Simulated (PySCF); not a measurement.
## Dipole response of Si²⁺ (silicon, charge +2)

[Ne] 3s2, closed-shell 1S. Calculation: PySCF 2.14, in x2c-QZVPPall with one added diffuse shell each of s, p, d, f type (10s7p5d3f1g, 86 functions); the spin-free X2C one-electron Hamiltonian (Gaussian nucleus). Coupled (time-dependent) response in atomic units; α is the mean over directions.

| method | mean α (bohr³) | C₆ (like pair) | S(−4) |
| --- | --- | --- | --- |
| UHF | 12.48 | 44.53 | 90.12 |
| PBE | 11.59 | 39.66 | 78.92 |
| PBE0 | 11.84 | 40.99 | 82.15 |
| B97-3 | 11.88 | 41.23 | 82.55 |
| BP86 | 11.47 | 39.09 | 77.33 |

S(−4) is the Cauchy moment in α(ω) = α(0) + S(−4) ω² + …

α(iu) at B97-3:

| u (hartree) | α(iu) (bohr³) |
| --- | --- |
| 0 | 11.88 |
| 0.0500 | 11.68 |
| 0.100 | 11.11 |
| 0.200 | 9.308 |
| 0.300 | 7.347 |
| 0.500 | 4.440 |
| 0.750 | 2.568 |
| 1.00 | 1.663 |
| 1.50 | 0.8877 |
| 2.00 | 0.5777 |
| 3.00 | 0.3288 |
| 5.00 | 0.1691 |

For an ion, C₆ is the dispersion term alone; charge-induced terms of lower order in 1/R come first.
